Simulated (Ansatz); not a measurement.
C2, SMILES [C]=[C] (connectivity only; charge and spin as stated), neutral, multiplicity 1. Atoms are numbered in the order given.

```xyz
2

C      0.0000     0.0000    -0.6231
C      0.0000     0.0000     0.6231
```
Charge 0, spin multiplicity 1.

Geometry: PBE0-D3(BJ)/def2-TZVPD.

Two levels are set side by side: PBE-D3(BJ)/def2-TZVPD (Ansatz, a program for electronic structure) and PBE0-D3(BJ)/def2-TZVPD (Ansatz). Each level has its own optimised geometry; the coordinates shown are those of the second. Differences are taken from unrounded values.

```json
[
 {"quantity": "bond C1–C2 (Å)", "PBE0-D3(BJ)": "1.246", "PBE-D3(BJ)": "1.255", "PBE-D3(BJ) minus PBE0-D3(BJ)": "0.009"}
]
```

Here PBE gives about what the other level gives.
